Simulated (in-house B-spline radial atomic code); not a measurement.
Values are calculated unless marked as measured or tabulated.
**Impurity-limited mobility of n-type InAs at n = 6.1747e14 cm⁻³, compensation 0.5**

For InAs the NSM archive of the Ioffe Institute lists m* = 0.023 m0 and ε = 15.15.

One parabolic, isotropic band at zero temperature, uniform dielectric constant, impurities scattering independently, no phonons and no central-cell term; real bands flatten as E_F rises, which lowers the mobility at the highest densities. In effective units each ion is a point charge Z in an electron gas; its screened potential is solved self-consistently in the LDA with open boundaries (B-splines, partial waves to l = 16), which gives the phase shifts δ_l at the Fermi level.

Q: Put the electron gas into effective units.

A: a* = 0.0529177 nm × 15.15/0.023 = 34.86 nm and Ha* = 27211.386 meV × 0.023/15.15² = 2.727 meV. From 4π (r_s a*)³/3 = 1/n, r_s = 2.090. Then k_F = 1.91916/r_s = 0.9183 per a*, E_F = k_F²/2 = 0.4216 Ha* = 1.15 meV, and Mott's number n^(1/3) a* = 0.297, near or below the critical 0.26, where donors start to hold their electrons and this picture fails.

Self-consistent phase shifts (rad):

```tsv
l	donor, Z = +1	acceptor, Z = −1
0	1.0796	-0.7180
1	0.1183	-0.1946
2	0.0204	-0.0406
3	0.0037	-0.0073
4	0.0007	-0.0013
5	0.0001	-0.0002
6	0.0000	-0.0001
7	0.0000	0.0000
8	0.0000	0.0000
```

With all partial waves the Friedel sums are 0.997 and -1.003, and Σ (l + 1) sin²(δ_l − δ_(l+1)) is 0.69228 for the donor and 0.30036 for the acceptor. The screened donor still binds an s level, 0.0012 meV below the band edge.

Q: Find the transport cross sections, and compare them with the Born approximation for Thomas-Fermi screening (Brooks-Herring).

A: σ_tr = (4π/k_F²) × sum: 10.32 a*² for the donor and 4.476 a*² for the acceptor. Thomas-Fermi gives q_s² = 4k_F/π = 1.1692, so b = 4k_F²/q_s² = 2.885, and σ_Born = (2π/k_F⁴)(ln(1 + b) − b/(1 + b)) = 8.837 × 0.6145 = 5.43 a*² for either sign. The donor scatters 1.90 times and the acceptor 0.82 times as much. Two things differ from Brooks-Herring. First order with Lindhard's response and the LDA kernel gives 1.71 times σ_Born for either sign: screening weakens at large momentum transfer, and the exchange-correlation potential of the screening charge adds to the ion's own, which is the larger part in a thin gas. Higher orders then split the signs, leaving the donor at 1.11 and the acceptor, which keeps the electrons out, at 0.48 of that.

Q: With N_A/N_D = 0.5 and n = N_D − N_A, what are the mobility and the resistivity?

A: N_D = 1.23e15 and N_A = 6.17e14 cm⁻³. μ = e/(ħ k_F Σ N σ_tr), with e/ħ = 15.193 cm²/(V·s) per nm². Here k_F = 0.02634 nm⁻¹, a*² = 1215 nm², 1 cm⁻³ = 1e-21 nm⁻³, and Σ N σ_tr = 0.01884 nm⁻¹, a mean free path of 53.1 nm. So μ = 30600 cm²/(V·s) and ρ = 1/(n e μ) = 0.33 Ω·cm. Brooks-Herring would give 47200 cm²/(V·s). k_F times the mean free path is 1.4, too small for independent scattering to hold.
